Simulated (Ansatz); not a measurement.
# Molecular dynamics of Al₃₂Ga

Input:

```yaml
accuracy: low
crystal:
  lattice:
    - [8.1, 0.0, 0.0]
    - [0.0, 8.1, 0.0]
    - [0.0, 0.0, 8.1]
  atoms:
    - { symbol: Al, position: [0.50018953, 0.00016504, -0.01324519] }
    - { symbol: Al, position: [0.75139099, 0.24887702, -0.00126907] }
    - { symbol: Al, position: [0.76335278, 0.00016527, 0.24994731] }
    - { symbol: Al, position: [0.00012684, 8.234e-05, -0.00307086] }
    - { symbol: Al, position: [0.24884469, 0.24879006, -0.0013558] }
    - { symbol: Al, position: [0.50003315, 0.50001776, -0.05479546] }
    - { symbol: Al, position: [0.75132919, 0.75127373, -0.00120669] }
    - { symbol: Al, position: [0.23689298, 0.00016489, 0.24994537] }
    - { symbol: Al, position: [0.50003301, 0.19575212, 0.25003655] }
    - { symbol: Al, position: [0.80505265, 0.50001787, 0.25003633] }
    - { symbol: Al, position: [0.50019145, 0.0001651, 0.51321618] }
    - { symbol: Al, position: [0.75143676, 0.24883128, 0.50123546] }
    - { symbol: Al, position: [0.75319918, 8.27e-05, 0.74998168] }
    - { symbol: Al, position: [0.00024766, 0.5001251, -0.013245] }
    - { symbol: Al, position: [0.24890383, 0.7513633, -0.00129689] }
    - { symbol: Al, position: [0.00024761, 0.23684941, 0.24994575] }
    - { symbol: Al, position: [0.19590753, 0.50001782, 0.25003649] }
    - { symbol: Al, position: [0.50003324, 0.80489701, 0.25003642] }
    - { symbol: Al, position: [0.00012692, 8.241e-05, 0.50299327] }
    - { symbol: Al, position: [0.24880052, 0.24874594, 0.50132053] }
    - { symbol: Al, position: [0.50003317, 0.50001779, 0.55435542] }
    - { symbol: Al, position: [0.75137618, 0.7513207, 0.50117434] }
    - { symbol: Al, position: [0.24712981, 8.211e-05, 0.7499814] }
    - { symbol: Al, position: [0.50019262, 0.23684722, 0.74991267] }
    - { symbol: Al, position: [0.76335484, 0.50012321, 0.74991259] }
    - { symbol: Al, position: [0.0002477, 0.76330954, 0.24994701] }
    - { symbol: Al, position: [0.00024779, 0.50012631, 0.51321589] }
    - { symbol: Al, position: [0.24885864, 0.75140844, 0.50126269] }
    - { symbol: Al, position: [0.00012657, 0.2470744, 0.74998145] }
    - { symbol: Al, position: [0.23689112, 0.50012785, 0.74991266] }
    - { symbol: Al, position: [0.5001879, 0.76331173, 0.74991265] }
    - { symbol: Al, position: [0.00012719, 0.75314172, 0.74998164] }
    - { symbol: Ga, position: [0.50059373, 0.5004031, 0.2497048] }
basis:
  ecutwfc: 420.0
kpoints:
  mp_grid: { grid: [2, 2, 2] }
hamiltonian:
  xc: pbe
  pseudopotentials: { kind: paw, azcp: { folder: soft_1 } }
scf:
  occupations: { method: fermi_dirac, width: 0.05 }
  lower_state_search: "off"
md:
  timestep: 2
  n_steps: 170
  ensemble: nvt_langevin
  temperature: 900.0
  initial_velocities: maxwell_boltzmann
  seed: 692599
  friction: 0.005
```

Run as:

```bash
$ ansatz run input.yaml --threads 2 --pin off --max-ram 5120MiB --backend cpu --events-out ev --progress --plain --runs-dir out
```

It starts from a relaxed structure.

Output, in part (step lines):

```
md step     0: t =     0.00 fs  T =   872.7 K  F+E_penalty+E_count = -20981.60667296 eV  E_kin = 3.722688 eV  (8 SCF iters)
md step     1: t =     2.00 fs  T =   866.7 K  F+E_penalty+E_count = -20981.57541782 eV  E_kin = 3.696990 eV  (7 SCF iters)
md step     2: t =     4.00 fs  T =   828.4 K  F+E_penalty+E_count = -20981.48333181 eV  E_kin = 3.533739 eV  (6 SCF iters)
md step     3: t =     6.00 fs  T =   822.4 K  F+E_penalty+E_count = -20981.33712741 eV  E_kin = 3.508199 eV  (6 SCF iters)
md step     4: t =     8.00 fs  T =   768.9 K  F+E_penalty+E_count = -20981.14537520 eV  E_kin = 3.279874 eV  (7 SCF iters)
md step     5: t =    10.00 fs  T =   742.3 K  F+E_penalty+E_count = -20980.91560660 eV  E_kin = 3.166484 eV  (5 SCF iters)
md step     6: t =    12.00 fs  T =   688.2 K  F+E_penalty+E_count = -20980.65928475 eV  E_kin = 2.935442 eV  (5 SCF iters)
md step     7: t =    14.00 fs  T =   581.7 K  F+E_penalty+E_count = -20980.40155226 eV  E_kin = 2.481395 eV  (5 SCF iters)
[... lines left out ...]
```

The steps, from the saved trajectory:

```
time (fs)  T (K)  potential energy less start (eV)
        0    873                             0.000
       10    742                             0.691
       20    464                             1.942
       30    351                             2.667
       40    435                             2.578
       50    562                             2.388
       60    504                             2.683
       70    493                             2.992
       80    520                             3.071
       90    608                             2.806
      100    649                             2.412
      110    668                             2.471
      120    561                             2.913
      130    627                             2.991
      140    833                             2.485
      150    858                             2.303
      160    833                             2.808
      170    718                             3.310
      180    738                             3.132
      190    779                             2.914
      200    690                             2.970
      210    640                             3.008
      220    601                             2.930
      230    722                             2.737
      240    695                             2.728
      250    693                             2.752
      260    803                             2.549
      270    846                             2.536
      280    704                             2.978
      290    650                             3.439
      300    728                             3.272
      310    837                             2.997
      320    829                             3.065
      330    761                             3.393
      340    683                             3.655
```

All steps were run. The mean temperature of the second half is 19 % below the set value. A run of 0.34 ps of so small a system gives no equilibrium averages. Limits of this set-up: coarse k mesh, a small cell, in which the defect meets its images, low accuracy level.

Mean squared displacements from the first frame to the last, about the centre of mass: Al 0.08 Å², Ga 0.16 Å².

Last frame:

```xyz
33
Lattice="8.1000 0.0000 0.0000 0.0000 8.1000 0.0000 0.0000 0.0000 8.1000" Properties=species:S:1:pos:R:3
Al 4.012 0.365 -0.225
Al 6.152 1.922 -0.438
Al 6.344 0.004 1.811
Al 0.085 -0.202 -0.396
Al 2.082 2.387 -0.298
Al 4.251 3.945 -0.853
Al 6.044 6.028 -0.147
Al 2.184 0.348 1.586
Al 4.473 1.884 1.972
Al 6.492 4.255 1.733
Al 3.995 -0.052 3.643
Al 6.152 2.326 3.920
Al 6.124 -0.090 5.786
Al 0.053 4.652 -0.201
Al 2.138 6.052 -0.085
Al 0.096 1.757 1.775
Al 1.292 3.932 1.858
Al 4.160 6.724 1.462
Al 0.181 0.037 3.637
Al 1.995 1.771 4.081
Al 3.978 3.996 4.043
Al 6.253 6.111 3.901
Al 2.043 -0.108 5.870
Al 4.196 1.863 5.600
Al 6.515 4.180 5.863
Al 0.045 6.335 1.922
Al 0.098 4.233 4.082
Al 2.292 6.170 3.824
Al 0.057 1.842 5.710
Al 2.011 4.198 5.799
Al 4.197 6.288 5.812
Al 0.182 6.335 5.796
Ga 3.772 4.218 1.574
```

Run time: 21 min on 2 threads of Arm Neoverse V2, with other jobs on the host, peak memory 1.2 GiB.
